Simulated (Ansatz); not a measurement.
`B[O][GeH2][CH3]`. Total charge 0; spin multiplicity 1. All single points use the PBE0-D4/def2-TZVP geometry. It is one conformer, not always the lowest.

```xyz
11

B    -1.130   -1.374    1.003
O    -0.161   -0.566    1.447
Ge    0.811    0.630    0.508
C     0.270    0.653   -1.355
H    -1.469   -1.374   -0.156
H    -1.660   -2.106    1.796
H     0.558    1.971    1.214
H     2.268    0.177    0.695
H     0.875    1.386   -1.892
H    -0.780    0.929   -1.448
H     0.418   -0.326   -1.811
```

Problem. What is the dipole moment at PBE/def2-TZVPP? (Estimate.)

Solution. Ansatz gave: 2.42 D, with components (0.99, 1.43, -1.68) D in this frame, pointing from negative to positive charge.

Problem. And with r2SCAN, B3LYP, ωB97M-V? (Best estimate.)

Solution. Ansatz gave: r2SCAN 2.41 D, B3LYP 2.42 D, ωB97M-V 2.44 D.

Problem. Give the Mulliken charges with PBE, ωB97M-V, B3LYP in def2-TZVPP. (Estimate.)

Solution. Ansatz gave: 
```json
{"atom": "B1", "PBE": "0.04", "ωB97M-V": "0.01", "B3LYP": "0.05"}
{"atom": "O2", "PBE": "-0.29", "ωB97M-V": "-0.39", "B3LYP": "-0.36"}
{"atom": "Ge3", "PBE": "0.36", "ωB97M-V": "0.36", "B3LYP": "0.40"}
{"atom": "C4", "PBE": "-0.37", "ωB97M-V": "-0.46", "B3LYP": "-0.38"}
{"atom": "H5", "PBE": "-0.03", "ωB97M-V": "0.02", "B3LYP": "-0.01"}
{"atom": "H6", "PBE": "-0.03", "ωB97M-V": "0.02", "B3LYP": "-0.01"}
{"atom": "H7", "PBE": "-0.02", "ωB97M-V": "0.01", "B3LYP": "-0.02"}
{"atom": "H8", "PBE": "-0.02", "ωB97M-V": "0.01", "B3LYP": "-0.02"}
{"atom": "H9", "PBE": "0.12", "ωB97M-V": "0.13", "B3LYP": "0.11"}
{"atom": "H10", "PBE": "0.12", "ωB97M-V": "0.14", "B3LYP": "0.12"}
{"atom": "H11", "PBE": "0.12", "ωB97M-V": "0.14", "B3LYP": "0.12"}
```

B3LYP here is the variant with VWN-RPA as its local correlation; programs differ in this.
